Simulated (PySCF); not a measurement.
**Excitation energy of Sb by level of theory**

Sb [Kr] 4d10 5s2 5p3 (4S) → Sb [Kr] 4d10 5s2 5p2 5d1 (high-spin determinant), as a difference of total energies. Calculation: PySCF 2.14, in x2c-QZVPPall with one added diffuse shell each of s, p, d, f type (14s10p8d5f1g, 128 functions); the spin-free X2C one-electron Hamiltonian (Gaussian nucleus). Correlated levels: valence: [Kr] 4d10 frozen; valence and next inner shell: [Ar] 3d10 frozen. The calculations carry no spin-orbit coupling.

```tsv
method	excitation energy (eV)
UHF	7.028
LDA	6.857
PBE	6.699
PBE0	6.908
r2SCAN	7.124
MP2 (valence)	7.194
SCS-MP2 (valence)	7.147
MP2 (valence and next inner shell)	7.305
SCS-MP2 (valence and next inner shell)	7.216
```

How much does correlation contribute at MP2 (valence and next inner shell)?

7.305 − (7.028) = 0.277 eV, measured against UHF.

A first-order spin-orbit estimate (lowest level to lowest level, LS coupling) adds -0.273 eV.

The promoted electron is Rydberg-like, and one or two diffuse shells describe it only roughly, which tends to raise the upper state.

The determinant of the upper state mixes LS terms, which raises its energy above the lowest term, most at the Hartree-Fock and MP2 levels.
